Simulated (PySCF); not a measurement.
Br2GaH2N, SMILES [Br][Ga]([Br])[NH2]. Atoms are numbered in the order given.

```xyz
6

Ga     0.0000     0.0000    -0.5661
Br     0.0000     1.9702     0.5697
Br     0.0000    -1.9702     0.5697
N      0.0000     0.0000    -2.3571
H      0.0000    -0.8470    -2.9142
H      0.0000     0.8470    -2.9142
```

Geometry: r2SCAN-D4/def2-SVP. The structure was generated by enumeration; whether it is a known compound was not checked. The values are those of a single conformer.

The numbers are results of IEF-PCM-PBE0/def2-SVP in PySCF, not measurements.

The values are the electrostatic part of the solvation free energy, E(continuum) − E(gas) at the gas-phase geometry, in a cavity of scaled van der Waals radii (PySCF's table); cavitation and dispersion terms are not included. A continuum can't describe solvent molecules that bind to the metal. In vacuum the orbital gap is 6.73 eV. The dipole moment in vacuum is 2.61 D.

Computed values in water (ε = 78.36), chloroform (ε = 4.71), toluene (ε = 2.37):
| solvent | ε | ΔG(elec) (kcal/mol) | dipole (D) | gap (eV) |
|---|---|---|---|---|
| water | 78.36 | -4.8 | 3.37 | 6.58 |
| chloroform | 4.71 | -3.4 | 3.15 | 6.62 |
| toluene | 2.37 | -2.3 | 2.96 | 6.66 |
